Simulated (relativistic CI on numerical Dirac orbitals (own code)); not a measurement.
What each ingredient does to the levels of Os IX

Base calculation: Dirac-Coulomb-Breit CI, orbitals from a KLI potential per configuration, model QED (radiative potential, 1s self-energy scaled to tabulated hydrogen-like ionisation energies), unscaled Slater integrals.

CI space (outside the closed core [Kr] 4d10): 4f14 5s2 5p6, 4f14 5s2 5p5 5d, 4f14 5s 5p6 5d, 4f14 5s2 5p5 5f, 4f13 5s2 5p6 5d, 4f14 5s2 5p5 6s, 4f14 5s2 5p5 5g, 4f13 5s2 5p6 6s, 4f14 5s 5p6 5f, 4f14 5s2 5p5 6p, 4f14 5p6 5d2, 4f14 5p5 5d3, 4f14 5p5 5d2 5f, 4f13 5p6 5d3, 4f14 5p5 5d2 6s, 4f14 5p5 5d2 5g. Double excitations out of closed p, d and f shells are left out; levels of such configurations are missing from the list, as are those of other unlisted configurations, and high levels can miss mixing partners. These lack a partner that the ground configuration has and come out too high: 4f13 5s2 5p6 6s, 4f14 5s2 5p5 6p.

The lowest level and the first level of each name with at least 55 % of one term (blank where a level has no safe partner in the second run):

```
                Level  Base (cm⁻¹)  Shift (cm⁻¹)
    4f14 5s2 5p6 1S_0            0             0
4f14 5s2 5p5 5d 3P°_0       363659          +218
4f14 5s2 5p5 5d 3P°_1       372016          +261
4f14 5s2 5p5 5d 3F°_3       384846          +924
4f14 5s2 5p5 5d 3F°_4       388997         +1391
4f14 5s2 5p5 5d 3D°_3       412250           +78
4f14 5s2 5p5 5d 3D°_1       444094         +4029
4f13 5s2 5p6 5d 3P°_2       480789           -33
4f14 5s2 5p5 5d 3F°_2       490687         +2645
4f13 5s2 5p6 5d 3P°_1       500095          -406
4f13 5s2 5p6 5d 3H°_6       500728          -131
4f13 5s2 5p6 5d 3H°_4       507827          -306
4f13 5s2 5p6 5d 3G°_5       511953          -146
4f13 5s2 5p6 5d 1P°_1       512745
```

At this charge configurations can still be misplaced by up to about 7 % of their energy. Levels and lines within the n = 5 or 6 shells can be off by up to 10 % or somewhat more, and those that change n by about 2 %, since core polarisation is missing. Levels that differ in their count of f electrons can be misplaced by several ten thousand cm⁻¹, since the correlation energy of f electrons is missing or only estimated; rates across such gaps can be off by orders of magnitude.

Q: One thing was changed in a second run, which moved the levels as shown. Which?
A. configuration mixing switched off
B. Breit term removed
C. P86 correlation estimate
D. QED terms removed

A: A. Configuration mixing switched off. Without mixing, levels that were pushed by configurations of the same parity and J return to their single-configuration places.

LS names give the leading component of a level, which can be under half, so a name can repeat, a term be missing and a line seem to break the LS rules.
